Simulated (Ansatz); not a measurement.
System: CH₃Te, charge 0, doublet. CH3Te (SMILES [Te]C, doublet).
B3LYP-D3(BJ)/def2-TZVP minimum from Ansatz (a first-principles code):
```xyz
5

Te     0.2547     0.0887    -0.2003
C     -1.3803    -0.4786     1.0935
H     -1.0225    -1.1553     1.8637
H     -2.1075    -0.9922     0.4653
H     -1.8339     0.4091     1.5241
```
Charge 0, spin multiplicity 2.

Total energies in hartree (Ansatz). Open shells are spin-unrestricted; no spin-orbit coupling. Correlated methods leave the cores frozen (noble-gas shells, and filled d and f shells in the p block). Past Kr the def2 sets carry scalar-relativistic core potentials. Where a partner has so few electrons that a lower coupled-cluster level is exact, that level stands in. Spin-orbit terms, left out, reach several kcal/mol for Br and I, and more for heavier atoms.

```csv
species,HF/def2-TZVPP,CCSD(T)/def2-TZVPP,HF/def2-QZVPP,CCSD(T)/def2-QZVPP,CCSDT(Q)/def2-TZVPP
"1: CH3Te (SMILES C[Te], doublet)",-306.62392,-306.95738,-306.62780,-306.98364,-306.95881
2: Te (triplet),-267.00555,-267.11065,-267.00694,-267.12283,-267.11130
3: C (triplet),-37.69248,-37.78103,-37.69363,-37.78651,-37.78154
4: H (doublet),-0.49981,-0.49981,-0.49998,-0.49998,-0.49981
```

Question: Work out the atomisation energy (electronic, to ground-state atoms) in kcal/mol: take Hartree-Fock from def2-QZVPP, extrapolate the CCSD(T) correlation energy as X^-3 (X = 3, 4), and add CCSDT(Q) - CCSD(T) in def2-TZVPP. 1 hartree = 627.51 kcal/mol.

Answer: 
Species 1: correlation (64·(-0.35584) - 27·(-0.33346))/37 = -0.37217; step -0.00143; E1 = -306.62780 + (-0.37217) + (-0.00143) = -307.00140
Species 2: correlation (64·(-0.11589) - 27·(-0.10510))/37 = -0.12376; step -0.00065; E2 = -267.00694 + (-0.12376) + (-0.00065) = -267.13135
Species 3: correlation (64·(-0.09288) - 27·(-0.08855))/37 = -0.09604; step -0.00051; E3 = -37.69363 + (-0.09604) + (-0.00051) = -37.79018
Species 4: correlation (64·(0.00000) - 27·(0.00000))/37 = 0.00000; step +0.00000; E4 = -0.49998 + (0.00000) + (+0.00000) = -0.49998
-1·E1 +1·E2 +1·E3 +3·E4 = 0.57993 hartree = 363.9 kcal/mol.
